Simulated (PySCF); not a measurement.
## How methods differ on the ionisation energy of S²⁺

S²⁺ [Ne] 3s2 3p2 (3P) → S³⁺ [Ne] 3s2 3p1 (2P), as a difference of total energies. Computed with PySCF 2.14 in x2c-QZVPPall with one added diffuse shell each of s, p, d, f type (10s7p5d3f1g, 86 functions), with the spin-free X2C one-electron Hamiltonian (Gaussian nucleus). Correlated levels: valence: [Ne] frozen; valence and next inner shell: 1s2 frozen. The calculations carry no spin-orbit coupling.

```csv
method,ionisation energy (eV)
UHF,34.150
LDA,34.867
PBE0,34.865
r2SCAN,35.013
BP86,34.879
B3LYP,34.816
M06-2X,34.650
MP2 (valence),34.676
SCS-MP2 (valence),34.580
MP2 (valence and next inner shell),34.700
SCS-MP2 (valence and next inner shell),34.599
```

Problem. Estimate what PBE gives.

Solution. 34.822 eV, closest to B3LYP among the rows shown.

Problem. Estimate what wB97M-V gives.

Solution. 34.485 eV, closest to SCS-MP2 (valence) among the rows shown.

A first-order spin-orbit estimate (lowest level to lowest level, LS coupling) adds -0.009 eV.

Errors of the correlated levels include the incompleteness of this basis and the frozen core.

For comparison: 34.86 ± 0.04 eV (semi-empirical (NIST evaluation); NIST Atomic Spectra Database, ionization energies).
